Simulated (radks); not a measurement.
Problem. Neutral mercury, [Hg]. Method: non-relativistic Kohn-Sham, exchange-only LDA, spin-polarised, spherical densities, point nucleus; computed with a radial shooting solver on a logarithmic mesh with Libxc functionals. Every spin shell is full or empty, so the densities are truly spherical. Functionals are evaluated on that one density, not self-consistently. Rank these orbital-free kinetic functionals by their error against the exact value of the orbitals, and give that value: Thomas-Fermi, von Weizsacker, TF + vW, TF + vW/9, TF + vW/5, LC94, APBEK, revAPBEK, Thakkar, Pearson, PG1.

Solution. Exact: 18395.9 hartree. From best to worst, with 100 (|E| - |E exact|)/|E exact| (equal figures are ties): LC94 +0.01, APBEK +0.04, revAPBEK +0.17, TF + vW/9 -0.69, Thakkar -0.79, Pearson -0.84, TF + vW/5 +2.45, Thomas-Fermi -4.62, PG1 +12.38, TF + vW +30.76, von Weizsacker -64.62.
